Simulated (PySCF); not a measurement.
Harmonic spectrum computed at PBE0 in the def2-TZVP basis family (core potentials from Rb on, PySCF, no spin–orbit coupling):

```
ω (cm⁻¹)  IR (km/mol)
     185          8.2
     555         28.8
     723          178
```

Question: Which molecule gave it? In each, all ligands are bound to the one heavy central atom.
A. GaCl₂⁺ (singlet)
B. AlCl₂⁺ (singlet)
C. BrCl₂⁺ (singlet)
D. SiCl₂⁺ (doublet)

Answer: D. It has C2v symmetry with Si–Cl 1.963 Å (×2).
